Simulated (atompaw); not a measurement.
**Reading a pseudo-wave (Er (Z = 68))**

Columns: radius, all-electron u(r) and pseudo u(r) of the 5s shell (level -66.60 eV) of erbium in the configuration [Kr] 4d10 4f12 5s2 5p6 5d0 6s0 6p0; LDA (PW92), scalar-relativistic, PAW (atompaw) scheme, atompaw 4.2.0.5.

```tsv
r (bohr)	all-electron	pseudo
0.110	0.1133	0.2233
0.219	0.2183	0.4356
0.329	-0.4115	0.6325
0.438	-0.5381	0.8030
0.548	-0.2202	0.9445
0.658	0.2243	1.0512
0.767	0.6046	1.1205
0.877	0.8665	1.1539
0.987	1.0080	1.1525
1.096	1.0543	1.1207
1.206	1.0347	1.0629
1.315	0.9735	0.9861
1.425	0.8883	0.8955
1.535	0.7930	0.7981
1.644	0.6969	0.7005
1.754	0.6038	0.6058
1.863	0.5185	0.5192
1.973	0.4408	0.4409
2.083	0.3721	0.3721
2.192	0.3128	0.3128
2.302	0.2612	0.2612
2.412	0.2171	0.2171
2.521	0.1801	0.1801
2.631	0.1486	0.1486
2.740	0.1225	0.1225
2.850	0.1005	0.1005
```

(1) How many radial nodes do the two functions have?

(2) At about which radius was the pseudo-wave matched?

(3) Is the pseudo-wave norm-conserving?

Results:

(1) The all-electron 5s function has n − l − 1 = 4 (the table is too coarse to show those close to the nucleus); the pseudo-wave has 0, since the states of the same l below it are removed with the core.

(2) 2.05 bohr, where the columns begin to agree (steps of 0.11 bohr).

(3) No, it belongs to a PAW set: the norm inside the radius is not constrained, and the difference is carried by the augmentation charge.
